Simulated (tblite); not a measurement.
Input of a run (GFN2-xTB geometry optimisation, gas phase (tblite 0.8.0)), started from a force field or distance geometry:
```
{"job": {"kind": "relax", "xc": "GFN2-xTB", "basis": "xTB"}, "charge": 0, "multiplicity": 1}
C      0.163400     1.177800    -2.277400
C     -0.013500     0.491500    -0.977200
C     -1.148900    -0.022200    -0.398200
C     -0.916000    -0.608700     0.862300
C      0.415100    -0.554500     1.254500
C      1.081200    -1.037400     2.453000
O      2.292500    -0.905700     2.653300
Cl     0.028600    -1.820300     3.616900
S      1.354100     0.233400     0.039700
H     -0.808800     1.260700    -2.793800
H      0.541700     2.192000    -2.135000
H      0.839200     0.625700    -2.923600
H     -2.136900     0.036700    -0.864800
H     -1.692200    -1.069500     1.468200
```

Output (eV, eV/Å):
```
step      E/eV     max force
  0    -741.37699    2.833
  1    -741.42547    3.219
  2    -741.48147    0.413
  3    -741.48789    0.232
  4    -741.49424    0.154
  5    -741.49564    0.151
  6    -741.49754    0.137
  7    -741.49852    0.123
  8    -741.49971    0.107
  9    -741.50077    0.103
 10    -741.50170    0.103
 11    -741.50228    0.098
 12    -741.50271    0.077
 13    -741.50315    0.073
 14    -741.50365    0.070
 15    -741.50417    0.064
 16    -741.50469    0.068
 17    -741.50523    0.086
 18    -741.50576    0.076
 19    -741.50615    0.044
 20    -741.50634    0.028
 21    -741.50642    0.016
 22    -741.50646    0.017
 23    -741.50648    0.014
 24    -741.50651    0.013
 25    -741.50653    0.011
 26    -741.50654    0.010
 27    -741.50655    0.009
```

Question: Summarise the run.

Answer: The energy falls by 0.130 eV over 27 L-BFGS steps, the largest force on an atom goes from 2.83 to 0.009 eV/Å, and the atoms move by 0.050 Å rms after alignment. The bond that changes most is C6=O7 (acyl halide carbon to carbonyl oxygen), which shortens by 0.044 Å. Bonds longer at the end by more than 0.005 Å: 2 of 14; shorter: 7. Among the angles that change most is C5–C6–O7, from 123.2° to 128.6°. The energy never rose by more than 1e-5 eV on the way. The first step brought 37 % of the lowering.

Question: What are the final bond lengths?

Answer: C1–C2 1.485 Å, C2–C3 1.371 Å, C3–C4 1.398 Å, C4–C5 1.376 Å, C5–C6 1.431 Å, C6=O7 1.191 Å, C6–Cl8 1.785 Å, C5–S9 1.742 Å, C2–S9 1.724 Å, C1–H10 1.087 Å, C1–H11 1.089 Å, C1–H12 1.089 Å, C3–H13 1.075 Å, C4–H14 1.074 Å. Numbering counts from 1 in the input's order; the species is `Cc1ccc(C(=O)Cl)s1`.

Its GFN2-xTB frequencies are all real (lowest 45 cm⁻¹). The numbers are those of one conformer. 2 starts were optimised and ended at 0.00 and 0.04 kcal/mol (GFN2-xTB); the lowest of these is shown.

Conformer computed: `[CH3:1][c:2]1[cH:3][cH:4][c:5]([C:6](=[O:7])[Cl:8])[s:9]1`: C4–C5–C6–O7 180°.
